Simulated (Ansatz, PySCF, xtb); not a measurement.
Gas-phase reaction R1 → P1, each structure at its B3LYP-D3(BJ)/def2-TZVP stationary point, reached from a drawn start; harmonic modes at that level show minima.
R1, CHN (SMILES C#N) (charge 0, multiplicity 1, Z-matrix in Å and degrees):
```
C
N 1 1.1462
H 1 1.0667 2 180.00
```
P1, CHN (SMILES [C-]#[NH+]) (charge 0, multiplicity 1, Z-matrix in Å and degrees):
```
N
C 1 1.1640
H 1 0.9975 2 180.00
```

P less R. No zero-point or thermal terms.

Correlated levels freeze the cores.

Run with Ansatz (a program for electronic structure) with Gaussian orbitals; PySCF for M06-2X and the D3/D4 terms; xtb for the GFN methods. Each number belongs to the level named beside it.

One of these levels gives 12.83 kcal/mol for the reaction energy. Which one is it?
A) GFN1-xTB
B) M06-2X/def2-TZVPP
C) BLYP-D3(BJ)/def2-TZVPP
D) MP2/cc-pVTZ

B, M06-2X/def2-TZVPP. The others give 21.23 (GFN1-xTB), 14.75 (BLYP-D3(BJ)/def2-TZVPP), 17.59 (MP2/cc-pVTZ)
